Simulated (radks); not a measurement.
Results of a calculation; reference values are marked as such.
Species: the rhodium ion Rh4+. Configuration: [Kr] 4d5 (the NIST ground configuration). Code: a radial shooting solver on a logarithmic mesh with Libxc functionals. Model: Dirac Kohn-Sham, PBE, spin-unpolarised, spherical densities, finite nucleus; open shells fill j = l - 1/2 first; Fermi nuclear charge, rms radius 4.4945 fm.

Unscreened Slater integrals over Kohn-Sham orbitals (eV). Large and small components are both included.

| integral | value |
|---|---|
| F0(4d5/2,4d5/2) | 18.720 |
| F2(4d5/2,4d5/2) | 9.5168 |
| F4(4d5/2,4d5/2) | 6.2840 |
| F0(4d5/2,4d3/2) | 18.797 |
| F2(4d5/2,4d3/2) | 9.5538 |
| G2(4d5/2,4d3/2) | 9.5492 |
| G4(4d5/2,4d3/2) | 6.3056 |
| F0(4d5/2,4p3/2) | 20.550 |
| F2(4d5/2,4p3/2) | 10.336 |
| G1(4d5/2,4p3/2) | 13.046 |
| G3(4d5/2,4p3/2) | 8.0302 |
| F0(4d5/2,4p1/2) | 20.750 |
| G3(4d5/2,4p1/2) | 7.9699 |
| F0(4d3/2,4d3/2) | 18.875 |
| F2(4d3/2,4d3/2) | 9.5924 |
| F0(4d3/2,4p3/2) | 20.654 |
| F2(4d3/2,4p3/2) | 10.411 |
| G1(4d3/2,4p3/2) | 13.164 |
| G3(4d3/2,4p3/2) | 8.1055 |
| F0(4d3/2,4p1/2) | 20.858 |
| G1(4d3/2,4p1/2) | 13.102 |
| F0(4p3/2,4p3/2) | 23.066 |
| F2(4p3/2,4p3/2) | 12.156 |
| F0(4p3/2,4p1/2) | 23.359 |
| G2(4p3/2,4p1/2) | 12.278 |
| F0(4p1/2,4p1/2) | 23.668 |
